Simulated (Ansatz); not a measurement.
```xyz
10

O     2.771    2.173   -1.260
C     1.939    1.472   -0.838
N     1.093    0.743   -0.403
Ti   -0.401   -0.239    0.259
O    -1.355   -0.813   -1.135
O     0.201   -1.604    1.236
O    -1.429    0.796    1.295
H    -1.584   -1.668   -1.501
H     1.013   -2.112    1.255
H    -2.248    1.252    1.092
```

The species carries charge 0 and has multiplicity 1.

(1) List the CAM-B3LYP/def2-TZVPP orbital energies in eV (Ansatz). (Best estimate.)

Results:

(1) The calculation gave: Occupied: -4871.49, -545.96, -523.51, -522.99, -522.93, -522.79, -456.49, -456.48, -456.47, -391.52, -282.35, -68.89, -44.76, -44.68, -44.59, -32.20, -29.19, -28.97, -28.85, -27.09, -16.09, -16.00, -15.84, -15.69, -14.90, -14.46, -14.45, -12.43, -12.19, -11.86, -11.62, -11.32, -11.03, -9.83, -9.74. Lowest empty: -0.94, -0.75, 0.06, 0.15, 0.45, 0.54, 1.85, 2.03.
